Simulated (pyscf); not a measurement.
# H₂N–SiH₂–NH–SiH(NH₂)–Cl, singlet

Gas-phase minimum from PySCF at ωB97X-D3(BJ)/def2-SVP, one conformer. 

```xyz
14

N     -0.5027    -1.8572    -0.4828
Si     0.7035    -0.6040    -0.3497
N      0.3009     0.7037    -1.4212
Si    -1.2164     1.5253    -1.4615
N     -2.2266     0.7300    -0.3410
Cl    -1.8646     1.4696    -3.4502
H     -0.6166    -2.3342    -1.3733
H     -0.6029    -2.5145     0.2856
H      2.0843    -1.0160    -0.7523
H      0.7105    -0.2353     1.0929
H      0.9563     0.8934    -2.1736
H     -1.1780     2.9730    -1.1432
H     -2.2135    -0.2875    -0.3050
H     -3.0788     1.1467     0.0133
```

Bond lengths (Å): N1–Si2 1.745, N1–H7 1.017, N1–H8 1.016, Si2–N3 1.738, Si2–H9 1.496, Si2–H10 1.489, N3–Si4 1.726, N3–H11 1.016, Si4–N5 1.705, Si4–Cl6 2.092, Si4–H12 1.483, N5–H13 1.018, N5–H14 1.013. Angles (°): Si2–N1–H7 118.8, Si2–N1–H8 118.4, H7–N1–H8 110.4, N1–Si2–N3 109.5, N1–Si2–H9 114.8, N1–Si2–H10 104.8, N3–Si2–H9 104.8, N3–Si2–H10 114.3, H9–Si2–H10 108.9, Si2–N3–Si4 125.2, Si2–N3–H11 116.6, Si4–N3–H11 117.5, N3–Si4–N5 106.5, N3–Si4–Cl6 106.4 (the first ones only).

Properties at ωB97X-D3(BJ)/def2-SVP:

```
Item                                                                                                                                                                                                                                                                                                               Result
---------------------------------------------------------------------------------------------------------------------  --------------------------------------------------------------------------------------------------------------------------------------------------------------------------------------------------
Harmonic wavenumbers, unscaled                                                                                         38, 106, 165, 182, 210, 268, 295, 327, 406, 418, 480, 521, 536, 631, 684, 742, 788, 819, 878, 886, 911, 926, 959, 988, 1002, 1200, 1533, 1555, 2225, 2268, 2295, 3582, 3598, 3653, 3693, 3720 cm⁻¹
Zero-point energy                                                                                                                                                                                                                                                                                           62.2 kcal/mol
Rotational symmetry number                                                                                                                                                                                                                                                                                              1
Entropy of this conformer at 298 K and 1 atm, rigid rotor and harmonic oscillator, modes under 100 cm⁻¹ raised to 100                                                                                                                                                                                     392.6 J/(mol K)
Dipole moment                                                                                                                                                                                                                                                                                                      2.51 D
```

Single-point totals, which compare only within one level:

| level | total energy (hartree) |
|---|---|
| ωB97X-D3(BJ)/def2-TZVP | -1208.66893 |
| PBE/def2-TZVP | -1207.84525 |
| r²SCAN/def2-TZVP | -1208.37273 |
| B3LYP-D3(BJ)/def2-TZVP | -1208.63177 |
| PBE0-D3(BJ)/def2-TZVP | -1207.96892 |
| M06-2X/def2-TZVP | -1208.42513 |
| ωB97M-D3(BJ)/def2-TZVP | -1208.73193 |

The lowest mode is so soft that the shape along it may change with the basis. Soft torsions are taken as harmonic, which can shift the entropy by several J/(mol K).
